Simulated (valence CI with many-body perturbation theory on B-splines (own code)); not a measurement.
# Which ion has this spectrum?

A relativistic CI+MBPT calculation for an atom or ion with 14 electrons gives these levels (cm⁻¹):

| J | Parity | E | g |
| --- | --- | --- | --- |
| 0 | even | 0 |  |
| 1 | even | 79973 | 1.50 |
| 2 | even | 107705 | 1.28 |
| 2 | even | 210986 | 1.21 |
| 0 | even | 282829 |  |
| 2 | odd | 501747 | 1.92 |
| 1 | odd | 610619 | 0.72 |
| 2 | odd | 623311 | 1.29 |
| 3 | odd | 654039 | 1.33 |
| 0 | odd | 718552 |  |
| 2 | odd | 724905 | 1.18 |
| 1 | odd | 729075 | 1.34 |
| 2 | odd | 793770 | 1.14 |
| 2 | odd | 832023 | 0.82 |

The energies are calculated, with errors of perhaps 400 cm⁻¹, more in some levels.

(1) Which is it?
A. Rb23+
B. Zr26+
C. Se20+
D. Sr24+

## Answers

(1) A. Rb23+, ground level 3s2 3p2 3P_0.
